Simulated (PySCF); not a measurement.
Molecule: `CC[C@@H]1CO[C@@H](F)O1`, C5H9FO2.

Geometry (Å), atoms numbered from 1 in this order:
```xyz
17

C    -2.329   -0.069   -0.033
C    -1.054    0.434   -0.697
C     0.168   -0.379   -0.278
C     0.680   -0.068    1.147
O     1.910    0.613    0.925
C     2.347    0.191   -0.290
F     3.037   -1.015   -0.131
O     1.282   -0.015   -1.107
H    -2.248   -0.028    1.050
H    -3.173    0.543   -0.339
H    -2.528   -1.098   -0.322
H    -0.883    1.483   -0.450
H    -1.144    0.357   -1.782
H    -0.028   -1.450   -0.402
H     0.858   -0.980    1.725
H     0.028    0.607    1.701
H     3.071    0.887   -0.727
```

Frames of a GFN2-xTB Langevin trajectory at 600 K; GIAO PBE0/pcSseg-1 shieldings in PySCF 2.14.0 with density-fitted response routines, gas phase, non-relativistic; equivalent atoms averaged within each frame.

Shifts are taken against calculated references (same method and geometry level): 13C (σref 186.93) and 1H (σref 31.72) against TMS; 17O (σref 336.08) vs H2O; 19F (σref 170.95) vs CFCl3. The references are static minima.

Problem. How do the shifts (ppm) fluctuate along the trajectory?

Solution. 
| time (fs) | C6 | C3 | C4 | C2 | C1 | O8 | O5 | F7 | H14 | H17 |
| --- | --- | --- | --- | --- | --- | --- | --- | --- | --- | --- |
| optimised geometry | 124.6 | 81.0 | 71.0 | 33.0 | 11.8 | 139.3 | 110.8 | -97.1 | 4.26 | 6.44 |
| 250 | 116.3 | 88.0 | 78.3 | 21.5 | 15.1 | 149.4 | 112.3 | -112.3 | 5.69 | 5.01 |
| 425 | 125.1 | 80.3 | 73.8 | 35.5 | 9.8 | 216.4 | 130.7 | -99.7 | 4.22 | 7.15 |
| 625 | 125.8 | 90.1 | 69.5 | 39.6 | 7.3 | 133.3 | 137.0 | -104.4 | 6.11 | 7.44 |
| 800 | 117.8 | 87.7 | 78.4 | 25.5 | 7.7 | 135.3 | 116.8 | -88.7 | 6.04 | 5.32 |
| 1000 | 130.9 | 86.3 | 92.1 | 27.9 | 10.5 | 161.7 | 111.5 | -83.3 | 5.67 | 7.63 |
| mean of frames | 123.2 | 86.5 | 78.4 | 30.0 | 10.1 | 159.2 | 121.7 | -97.7 | 5.55 | 6.51 |
| standard deviation | 6.0 | 3.7 | 8.5 | 7.4 | 3.1 | 34.0 | 11.5 | 11.8 | 0.77 | 1.25 |

5 frames give an uncertainty of the mean of about the standard deviation over 2.2 at best, since frames this close in time may not be independent; classical motion lacks zero-point vibration, and the reference would need the same averaging.
